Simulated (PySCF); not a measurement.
C3H9O3Si (SMILES CO[Si](C)([O])OC), doublet, at a GFN2-xTB geometry; CASSCF(7,6)/STO-3G run with PySCF.

Here is a job for PySCF.
```python
from pyscf import gto, scf, mcscf
import numpy

mol = gto.M(
    atom='''
C     2.59090965   -0.43021470    0.20612922
O     1.29191104   -0.35638618    0.69747083
Si   -0.01668787   -0.09925787   -0.23452502
C    -0.01900702    1.94556292   -0.21597499
O    -0.12355996   -0.41204477   -1.72844355
O    -1.17754608   -0.36079793    0.87505480
C    -2.53321106   -0.43936907    0.57461576
H     3.16157620   -1.08865516    0.86399593
H     2.61142188   -0.82294702   -0.81103541
H     3.05444893    0.56107037    0.21334706
H    -0.94970080    2.23736964   -0.67245464
H     0.83575234    2.24055939   -0.80085041
H     0.05519846    2.22200274    0.82278345
H    -3.00153146   -1.09966571    1.30719826
H    -2.99446875    0.55026383    0.64833774
H    -2.69765597   -0.83243182   -0.42924821
''',
    basis='sto-3g',
    spin=1,
    verbose=4,
)

mf = scf.ROHF(mol)
mf.kernel()
mc = mcscf.CASSCF(mf, 6, 7)
mc.fix_spin_(ss=0.75)
mc.kernel()
occ = numpy.linalg.eigvalsh(mc.fcisolver.make_rdm1(mc.ci, mc.ncas, mc.nelecas))[::-1]
ss = mc.fcisolver.spin_square(mc.ci, mc.ncas, mc.nelecas)[0]
print('natural occupations', occ.round(4), ' <S^2>', round(ss, 4))
```

The log (banner, timings and long lists left out):

```
PySCF version 2.14.0

[INPUT] verbose = 4
[INPUT] num. atoms = 16
[INPUT] num. electrons = 65
[INPUT] charge = 0
[INPUT] spin (= nelec alpha-beta = 2S) = 1
[INPUT] symmetry False subgroup None
[INPUT] Mole.unit = angstrom
[INPUT] Symbol           X                Y                Z      unit          X                Y                Z       unit  Magmom
[...]
nuclear repulsion = 416.960538796445
number of shells = 32
number of NR pGTOs = 144
number of NR cGTOs = 48
basis = sto-3g
ecp = {}

******** <class 'pyscf.scf.rohf.ROHF'> ********
method = ROHF
initial guess = minao
damping factor = 0
level_shift factor = 0
DIIS = <class 'pyscf.scf.diis.CDIIS'>
diis_start_cycle = 1
diis_space = 8
diis_damp = 0
SCF conv_tol = 1e-09
SCF conv_tol_grad = None
SCF max_cycles = 50
direct_scf = True
direct_scf_tol = 1e-13
num. doubly occ = 32  num. singly occ = 1
Set gradient conv threshold to 3.16228e-05
init E= -625.519682305581
[...]
cycle= 1 E= -624.171262464571  delta_E= 1.35  |g|= 0.761  |ddm|=  3.4
[...]
cycle= 2 E= -624.295749863536  delta_E= -0.124  |g|= 0.834  |ddm|= 1.77
[...]
cycle= 3 E= -624.501528870154  delta_E= -0.206  |g|= 0.151  |ddm|= 1.05
[...]
cycle= 4 E= -624.546812925431  delta_E= -0.0453  |g|= 0.19  |ddm|= 0.516
[...]
cycle= 5 E= -624.573569645191  delta_E= -0.0268  |g|= 0.0969  |ddm|= 0.342
[...]
cycle= 6 E= -624.576716181466  delta_E= -0.00315  |g|= 0.0366  |ddm|= 0.159
[...]
cycle= 7 E= -624.578571836816  delta_E= -0.00186  |g|= 0.0209  |ddm|= 0.192
[...]
cycle= 8 E= -624.579225735304  delta_E= -0.000654  |g|= 0.0114  |ddm|= 0.104
[...]
cycle= 9 E= -624.579571457924  delta_E= -0.000346  |g|= 0.00281  |ddm|= 0.0499
[...]
cycle= 10 E= -624.579599407226  delta_E= -2.79e-05  |g|= 0.00239  |ddm|= 0.0171
[...]
cycle= 11 E= -624.579619314028  delta_E= -1.99e-05  |g|= 0.000953  |ddm|= 0.0141
[...]
cycle= 12 E= -624.579622639581  delta_E= -3.33e-06  |g|= 0.00037  |ddm|= 0.00536
[...]
cycle= 13 E= -624.579623111852  delta_E= -4.72e-07  |g|= 9.02e-05  |ddm|= 0.00232
[...]
cycle= 14 E= -624.579623130778  delta_E= -1.89e-08  |g|= 3.13e-05  |ddm|= 0.000475
[...]
cycle= 15 E= -624.579623132039  delta_E= -1.26e-09  |g|= 1.14e-05  |ddm|= 9.94e-05
[...]
cycle= 16 E= -624.579623132172  delta_E= -1.33e-10  |g|= 3.55e-06  |ddm|= 2.53e-05
[...]
Extra cycle  E= -624.579623132176  delta_E= -4.55e-12  |g|= 2.53e-06  |ddm|= 1.19e-05
converged SCF energy = -624.579623132176

******** <class 'pyscf.mcscf.mc1step.CASSCF'> ********
CAS (4e+3e, 6o), ncore = 29, nvir = 13
[...]
CASCI E = -624.587614657062  S^2 = 0.7500000
[...]
macro iter  13 (  7 JK    2 micro), CASSCF E = -624.614705422196  dE = -1.72853634e-04  S^2 = 0.7500000
               |grad[o]|=0.00249  |grad[c]|=0.00658  |ddm|=0.00138  |maxRot[o]|=0.0698
macro iter  14 (  7 JK    2 micro), CASSCF E = -624.614880613123  dE = -1.75190927e-04  S^2 = 0.7500000
               |grad[o]|=0.00237  |grad[c]|=0.00661  |ddm|=0.000917  |maxRot[o]|=0.0698
macro iter  15 (  7 JK    2 micro), CASSCF E = -624.615048878850  dE = -1.68265727e-04  S^2 = 0.7500000
               |grad[o]|=0.0022  |grad[c]|=0.00584  |ddm|=0.00162  |maxRot[o]|=0.0698
macro iter  16 (  7 JK    2 micro), CASSCF E = -624.615199826094  dE = -1.50947244e-04  S^2 = 0.7500000
               |grad[o]|=0.00196  |grad[c]|=0.00434  |ddm|=0.00291  |maxRot[o]|=0.0698
macro iter  17 (  7 JK    2 micro), CASSCF E = -624.615322919481  dE = -1.23093387e-04  S^2 = 0.7500000
               |grad[o]|=0.00164  |grad[c]|=0.00245  |ddm|=0.00417  |maxRot[o]|=0.0698
macro iter  18 (  7 JK    2 micro), CASSCF E = -624.615409645922  dE = -8.67264411e-05  S^2 = 0.7500000
               |grad[o]|=0.00125  |grad[c]|=0.000896  |ddm|=0.00517  |maxRot[o]|=0.0699
macro iter  19 (  7 JK    2 micro), CASSCF E = -624.615455175057  dE = -4.55291351e-05  S^2 = 0.7500000
               |grad[o]|=0.000808  |grad[c]|=0.000891  |ddm|=0.00564  |maxRot[o]|=0.0699
macro iter  20 (  4 JK    1 micro), CASSCF E = -624.615462871913  dE = -7.69685596e-06  S^2 = 0.7500000
               |grad[o]|=0.000348  |grad[c]|=0.00124  |ddm|=0.00126  |maxRot[o]|=0.0354
macro iter  21 (  3 JK    1 micro), CASSCF E = -624.615463591689  dE = -7.19776494e-07  S^2 = 0.7500000
               |grad[o]|=0.000145  |grad[c]|=0.000557  |ddm|=0.000261  |maxRot[o]|=0.00924
macro iter  22 (  3 JK    1 micro), CASSCF E = -624.615463836887  dE = -2.45197725e-07  S^2 = 0.7500000
               |grad[o]|=0.0001  |grad[c]|=0.000329  |ddm|=0.000155  |maxRot[o]|=0.0056
macro iter  23 (  3 JK    1 micro), CASSCF E = -624.615463925594  dE = -8.87064289e-08  S^2 = 0.7500000
               |grad[o]|=5.98e-05  |grad[c]|=0.000206  |ddm|=0.000101  |maxRot[o]|=0.00339
1-step CASSCF converged in  23 macro (231 JK  55 micro) steps
CASSCF canonicalization
Density matrix diagonal elements [1.98027941 1.99776595 1.95381147 1.01020994 0.0216403  0.03629293]
CASSCF energy = -624.615463925594
CASCI E = -624.615463925594  E(CI) = -10.8886370600401  S^2 = 0.7500000
natural occupations [1.9979 1.9814 1.9612 1.003  0.0355 0.021 ]  <S^2> 0.75
```
